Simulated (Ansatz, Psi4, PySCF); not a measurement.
Sn (SMILES [Sn]), triplet (core potentials on Sn). Base run: R2SCAN/def2-SVPD (PySCF).

The PySCF input:
```python
from pyscf import gto, scf, dft

mol = gto.M(
    atom='''
Sn    0.000000    0.000000    0.000000
''',
    basis='def2-svpd',
    ecp={'Sn': 'def2-svpd'},
    charge=0,
    spin=2,
    verbose=4,
)

mf = dft.UKS(mol)
mf.xc = 'r2scan'
mf.kernel()
```

The same geometry, method and basis name were run in Ansatz (a first-principles code) and Psi4 and PySCF, at each program's defaults and at the settings that a row names. The base is PySCF at its defaults. Differences at the defaults can come from grids, fitting, cores and function types together.

```csv
code and settings,ΔE vs base (mEh),basis functions,E (Eh),SCF cycles
"PySCF, defaults (exact integrals, its default grid, spherical functions)",0.000,32,-214.32622,8
"Psi4, defaults (density fitting with its default set, its default grid, spherical functions)",-0.393,32,-214.32661,9
"Ansatz, defaults (factorised integrals, its default grid, spherical functions)",-0.003,32,-214.32622,-
"PySCF, density fitting with def2-universal-jkfit",-0.013,32,-214.32623,8
"PySCF, fine grid",-0.014,32,-214.32624,8
"Psi4, exact integrals, spherical functions, fine grid",-0.146,32,-214.32637,11
"Ansatz, high accuracy",-0.003,32,-214.32622,-
```

Open shells are given as the SCF converged; they aren't shown to be the lowest states, and a large step between rows can be another state.
